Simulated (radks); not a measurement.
Q: Tc3+, 40 electrons, occupied as [Kr] 4d4. Calculated with a radial shooting solver on a logarithmic mesh with Libxc functionals: Dirac Kohn-Sham, AM05, spin-unpolarised, spherical densities, finite nucleus; open shells fill j = l - 1/2 first; Fermi nuclear charge, rms radius 4.4112 fm.

Spin-orbit splittings of the eigenvalues, e(l+1/2) - e(l-1/2), with zeta = 2 splitting/(2l+1) and mean radii in bohr:

| shell | occ. | splitting (eV) | zeta (eV) | <r> j=l-1/2 | <r> j=l+1/2 |
|---|---|---|---|---|---|
| 2p | 6 | 118.0 | 78.68 | 0.1272 | 0.1318 |
| 3p | 6 | ? | ? | 0.4094 | 0.4200 |
| 3d | 10 | 3.804 | 1.521 | 0.3970 | 0.4005 |
| 4p | 6 | 3.035 | 2.023 | 1.139 | 1.167 |
| 4d | 4 | 0.3494 | 0.1398 | 1.509 | 1.522 |
| 5p | 0 | 0.4539 | 0.3026 | 2.992 | 3.051 |

Estimate the 3p splitting.

A: 19.76 eV (zeta = 13.17 eV).
